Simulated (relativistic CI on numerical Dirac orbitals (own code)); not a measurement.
Ce³⁺: N4,5 absorption edge

Computed with this model: Dirac-Coulomb-Breit CI, KLI orbitals optimised for each configuration, a model potential for QED, multiplet model of core-to-valence dipole absorption, unscaled Slater integrals; configurations [Xe] 4f → [Kr] 4d9 4f2 5s2 5p6; 300 K; Lorentzian 0.5 eV and Gaussian 0.2 eV FWHM. Energies are those of the free ion, without screening or charge transfer. The branching ratio is the share of the lower-energy edge in the whole absorption, uncertain by about 0.02 where the edges overlap. S is read from ⟨S²⟩ = S(S + 1).

Field parameters in Wybourne normalisation. The field is a parameter set, without covalency.

free ion: ground-state S = 0.50, centroid 133.46 eV. Peaks (eV, height): 129.2 (95), 135.3 (67), 136.9 (100).

D3d, B20 = 1800, B40 = -1570, B43 = 1010, B60 = 550, B63 = 250, B66 = -410 cm⁻¹: ground-state S = 0.50, centroid 133.47 eV. Peaks (eV, height): 129.2 (96), 135.4 (72), 136.9 (100).

Strongest unbroadened transitions for D3d, B20 = 1800, B40 = -1570, B43 = 1010, B60 = 550, B63 = 250, B66 = -410 cm⁻¹:

```csv
Energy (eV),Relative strength
129.19,0.9
129.20,0.9
129.21,100.0
129.29,28.5
129.31,5.9
130.22,1.1
135.31,1.2
135.35,92.2
135.43,3.2
135.68,2.4
135.76,2.5
136.85,0.9
136.90,83.6
136.93,15.2
136.96,30.4
136.97,3.5
136.99,0.9
137.00,2.8
```
